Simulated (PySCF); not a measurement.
C₂H₅FOSi₂, SMILES C1(F)[SiH2][SiH2]OC=1.

Geometry: PBE0-D3(BJ)/def2-SVP. The structure was generated by enumeration, and PubChem lists no compound with its InChIKey, so it may never have been made.

Method: TDDFT-LC-ωPBE/def2-SVPD (PySCF).

Vertical excitations. The molecule is in vacuum. State labels are in the subgroup Cs.

Computed UV-visible absorptions:
```json
[
 {"state": "S1", "symmetry": "A'", "energy (eV)": "5.59", "λ (nm)": "222", "f": "0.108", "main pairs": "HOMO→LUMO+1 94 %"},
 {"state": "S2", "symmetry": "A\"", "energy (eV)": "5.85", "λ (nm)": "212", "f": "0.000", "main pairs": "HOMO→LUMO 84 %"},
 {"state": "S3", "symmetry": "A\"", "energy (eV)": "6.47", "λ (nm)": "192", "f": "0.000", "main pairs": "HOMO→LUMO+2 59 %, HOMO→LUMO+4 12 %, HOMO→LUMO+3 11 %"},
 {"state": "S4", "symmetry": "A\"", "energy (eV)": "6.60", "λ (nm)": "188", "f": "0.013", "main pairs": "HOMO−1→LUMO+1 85 %"},
 {"state": "S5", "symmetry": "A'", "energy (eV)": "6.74", "λ (nm)": "184", "f": "0.049", "main pairs": "HOMO−1→LUMO 88 %"},
 {"state": "S6", "symmetry": "A\"", "energy (eV)": "7.16", "λ (nm)": "173", "f": "0.005", "main pairs": "HOMO→LUMO+3 67 %, HOMO→LUMO+7 11 %"},
 {"state": "S7", "symmetry": "A'", "energy (eV)": "7.43", "λ (nm)": "167", "f": "0.002", "main pairs": "HOMO→LUMO+5 86 %"},
 {"state": "S8", "symmetry": "A\"", "energy (eV)": "7.91", "λ (nm)": "157", "f": "0.028", "main pairs": "HOMO→LUMO+8 27 %, HOMO→LUMO+4 26 %, HOMO→LUMO+2 9 %, HOMO→LUMO+6 8 %"},
 {"state": "S9", "symmetry": "A'", "energy (eV)": "7.98", "λ (nm)": "155", "f": "0.390", "main pairs": "HOMO−1→LUMO+2 73 %"},
 {"state": "S10", "symmetry": "A\"", "energy (eV)": "7.99", "λ (nm)": "155", "f": "0.020", "main pairs": "HOMO−2→LUMO+1 40 %, HOMO−1→LUMO+5 29 %"},
 {"state": "T1", "symmetry": "A'", "energy (eV)": "3.57", "λ (nm)": "347", "f": "0", "main pairs": "HOMO→LUMO+1 71 %, HOMO→LUMO+5 19 %"},
 {"state": "T2", "symmetry": "A\"", "energy (eV)": "5.58", "λ (nm)": "222", "f": "0", "main pairs": "HOMO→LUMO 77 %"},
 {"state": "T3", "symmetry": "A'", "energy (eV)": "5.86", "λ (nm)": "212", "f": "0", "main pairs": "HOMO−1→LUMO 86 %"},
 {"state": "T4", "symmetry": "A\"", "energy (eV)": "5.98", "λ (nm)": "207", "f": "0", "main pairs": "HOMO−1→LUMO+1 88 %"}
]
```
Triplets are in the Tamm–Dancoff approximation, which puts them higher than full response would, so one can lie above its singlet here.
